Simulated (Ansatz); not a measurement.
`CC1=C(Cl)[SiH2]1` + H₂ → `CC1=C[SiH2]1` + HCl at 600 K and 1 bar (hydrogenolysis of a C–Cl bond).

Computed with Ansatz on PBE0-D4/def2-TZVP structures; ΔE is electronic, products minus reactants. CCSD(T)/CBS adds triple-zeta CCSD(T) − MP2 to the extrapolated MP2 energy (def2 sets, frozen cores). This one scheme is used for every species.

```csv
species,CCSD(T)/CBS energy (Eh),H − E (kJ/mol),S (J/(mol·K))
`CC1=C(Cl)[SiH2]1`,-865.95466,232.4,422.0
H₂,-1.17544,43.9,150.8
`CC1=C[SiH2]1`,-406.77515,248.0,378.6
HCl,-460.38127,35.4,207.2
```

H − E and S are ideal-gas, rigid-rotor, harmonic terms from PBE0-D4/def2-TZVP. For small species the MP2-based limit differs from directly extrapolated CCSD(T) by up to some mEh (0.8 for H₂); such offsets cancel only in part. 1 Eh = 2625.50 kJ/mol, R = 8.31446 J/(mol·K).

Task: By hand: ΔE, ΔH, ΔS and ΔG.

Result: ΔE = (-406.77515) + (-460.38127) − (-865.95466) − (-1.17544) = -0.02632 Eh = -69.1 kJ/mol. Δ(H − E) = 248.0 + 35.4 − 232.4 − 43.9 = 7.1, so ΔH = -62.0 kJ/mol. ΔS = 378.6 + 207.2 − 422.0 − 150.8 = 13.0 J/(mol·K). ΔG = -62.0 − 600 × (13.0)/1000 = -69.8 kJ/mol.

Task: By hand: the equilibrium constant, and the temperature at which ΔG would vanish if ΔH and ΔS stayed fixed.

Result: log₁₀ K = −ΔG/(RT ln 10) = 6.1. ΔH and −TΔS have one sign here, so there is no such temperature.

The number of gas molecules stays the same, so ΔS is small and ΔH decides. A doubt of 5 kJ/mol in ΔE shifts log₁₀ K by 0.4 here. These are equilibria of isolated gas molecules and say nothing of rates. Largest T1 diagnostic: 0.012 (customary marks: 0.02 for closed shells, 0.045 for open ones).
